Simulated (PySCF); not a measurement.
**Vertical excitation energies**

Species: cyclo-(F2SiS)4.
Z-matrix (Å and degrees, PBE0-D3(BJ)/def2-SVP geometry), rows numbered from 1:
```
Si
F   1  1.6058
F   1  1.6004  2  108.18
S   1  2.1190  2  109.08  3  -118.44
Si  4  2.1220  1  101.24  2    -7.68
F   5  1.6000  4  111.79  1    67.08
F   5  1.6011  4  103.17  1  -176.46
S   5  2.1195  4  117.48  1   -53.38
Si  8  2.1189  5  102.66  4   -58.44
F   9  1.5999  8  104.76  5  -175.47
F   9  1.6020  8  111.53  5   -58.54
S   9  2.1228  8  117.60  5    60.02
Si 12  2.1170  9  101.86  8    51.06
F  13  1.6055 12  109.31  9     8.33
F  13  1.6001 12  109.09  9   126.38
S   1  2.1184  2  111.93  3   113.97
```

Method used: TDDFT B3LYP/def2-SVPD, vertical, gas phase, core orbitals frozen in the response in PySCF.

Question: Predict the UV-vis stick spectrum at this level.

Answer: 

```tsv
state	E (eV)	ν̃ (cm⁻¹)	f	|μ| (D)	main configurations (H = HOMO, L = LUMO)
S1	5.85	47190	0.0032	0.38	H→L (85%)
S2	5.92	47740	0.0090	0.63	H-1→L (72%), H→L+1 (19%)
S3	6.06	48860	0.0052	0.47	H→L+1 (69%), H-1→L (19%)
S4	6.06	48910	0.0003	0.11	H-1→L+1 (68%), H→L+2 (11%), H→L (9%)
S5	6.26	50520	0.033	1.18	H→L+2 (49%), H-1→L+3 (17%), H-2→L+1 (15%)
S6	6.29	50740	0.010	0.65	H-2→L (86%)
S7	6.33	51030	0.011	0.69	H→L+3 (54%), H-1→L+2 (23%), H-1→L+4 (10%)
S8	6.34	51100	0.0028	0.34	H-1→L+3 (38%), H→L+2 (23%), H-2→L+1 (21%)
S9	6.38	51460	0.0010	0.20	H→L+3 (35%), H-1→L+2 (29%), H-1→L+4 (24%)
S10	6.47	52190	0.017	0.83	H-1→L+4 (47%), H-1→L+2 (34%)
```

Triplets (Tamm–Dancoff): T1 5.58 eV, H→L (69%), H-1→L+1 (19%); T2 5.62 eV, H-1→L (56%), H→L+1 (30%); T3 5.77 eV, H-1→L+1 (45%), H→L+2 (17%), H→L (16%); T4 5.80 eV, H→L+1 (36%), H→L+3 (20%), H-1→L (18%).

The lowest singlet lies at 5.85 eV (212 nm, ultraviolet) and is very weak; its leading configuration is HOMO→LUMO (85%). The strongest level in the table is S5 at 6.26 eV (198 nm, f = 0.033). S3/S4 and S7/S8 lie within about 0.01 eV of each other in each set. Löwdin shares by element: HOMO sulfur 81% or more (atoms not listed hold the other 19%); LUMO silicon 25% or more, sulfur 22% or more (atoms not listed hold the other 53%). Of the 10 states listed, 3 reach f = 0.01 and 1 stays under 0.0005. The oscillator strengths of these states sum to 0.093; summed over the whole spectrum of an exact calculation they would give the number of electrons, 192 (Thomas–Reiche–Kuhn). The listed states span 0.62 eV, and the widest gap between neighbours is 0.20 eV (S4 to S5). Only the lowest 10 singlets were computed, as vertical energies without vibronic structure.

One conformer stands for the species.
